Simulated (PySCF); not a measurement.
## How methods differ on the excitation energy of Ar²⁺

Ar²⁺ [Ne] 3s2 3p4 (3P) → Ar²⁺ [Ne] 3s1 3p5 (3P), as a difference of total energies. All numbers are calculated (PySCF 2.14, the non-relativistic Hamiltonian (point nucleus), in def2-TZVPPD (6s6p4d1f, 51 functions)). Correlated levels: valence and next inner shell: 1s2 frozen. The calculations carry no spin-orbit coupling.

```json
{"method": "UHF", "excitation energy (eV)": "17.059"}
{"method": "MP2 (valence and next inner shell)", "excitation energy (eV)": "15.454"}
{"method": "SCS-MP2 (valence and next inner shell)", "excitation energy (eV)": "15.277"}
{"method": "CCSD (valence and next inner shell)", "excitation energy (eV)": "14.431"}
{"method": "CCSD(T) (valence and next inner shell)", "excitation energy (eV)": "13.983"}
```

How much does correlation contribute at CCSD(T) (valence and next inner shell)?

13.983 − (17.059) = -3.076 eV, measured against UHF.

The coupled-cluster amplitudes are large for the upper state (T1 above 0.03 or a double amplitude above 0.15), so a single reference is strained.
